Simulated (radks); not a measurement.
The numbers below are computed, except where a source is named.
Q: The mean radii <r> (bohr) of the occupied orbitals of an atom or ion are listed with their occupations. Level of theory: scalar-relativistic Kohn-Sham, PBE, spin-polarised, spherical densities, finite nucleus; Fermi nuclear charge, rms radius of each element as measured or else 0.836 A^(1/3) + 0.57 fm (a radial shooting solver on a logarithmic mesh with Libxc functionals).

orbital  occ.      <r>
1s up       1  0.04700
1s down     1  0.04700
2s up       1   0.2100
2s down     1   0.2100
2p up       3   0.1837
2p down     3   0.1837
3s up       1   0.6242
3s down     1   0.6241
3p up       3   0.6472
3p down     3   0.6469
3d up       5   0.7389
3d down     5   0.7342
4s up       1    2.123
4s down     1    2.108
4p up       2    2.851

Name the element and its charge. Open shells, if any, are filled with parallel spins first.

A: Z = 32, germanium, charge 0: Ge in [Ar] 3d10 4s2 4p2. The 1s radius gives Z: for a bare nucleus <r> = (2 gamma + 1)/(2Z) with gamma = sqrt(1 - (Z/c)^2), 0.04601 bohr for Z = 32, and screening makes it slightly larger (0.04700 here). The occupations add up to 32, and the charge is Z minus that.
